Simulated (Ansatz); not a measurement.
Two isomers of C2H7FSi2: A = `CC1(F)[SiH2][SiH2]1`, B = `C=C[SiH2][SiH2]F`.

Program: Ansatz. Geometries: PBE0-D4/def2-TZVP. ΔE: electronic, gas phase. CBS: MP2 limit from def2 TZ/QZ plus the TZ coupled-cluster correction, frozen cores. Functionals use def2-TZVPP. One conformer a species, not always the lowest.

Problem. Which isomer does CCSD(T)/CBS put lower? Give the gap. (An estimate is asked.)

Solution. Ansatz gave: B, by 63.4 kcal/mol.

Problem. Give E(B) − E(A) in kcal/mol with PBE-D4, HF/def2-TZVPP, r2SCAN-D4, MP2/def2-TZVPP, PBE0-D4, CCSD/def2-TZVPP, B2PLYP. (Best estimate.)

Solution. Ansatz gave: PBE-D4 -53.7, HF/def2-TZVPP -74.1, r2SCAN-D4 -57.8, MP2/def2-TZVPP -63.7, PBE0-D4 -55.9, CCSD/def2-TZVPP -64.7, B2PLYP -64.2. None reverses the order clearly.

Largest T1 diagnostic: 0.013.

From PBE to PBE0 (25 % exact exchange), in def2-TZVPP and without D4, E(B) − E(A) moves by −2.1 kcal/mol. In def2-TZVPP, CCSD(T) changes the Hartree–Fock value by +10.9 kcal/mol (the triples alone add +1.5 kcal/mol) and MP2 by +10.4 kcal/mol.
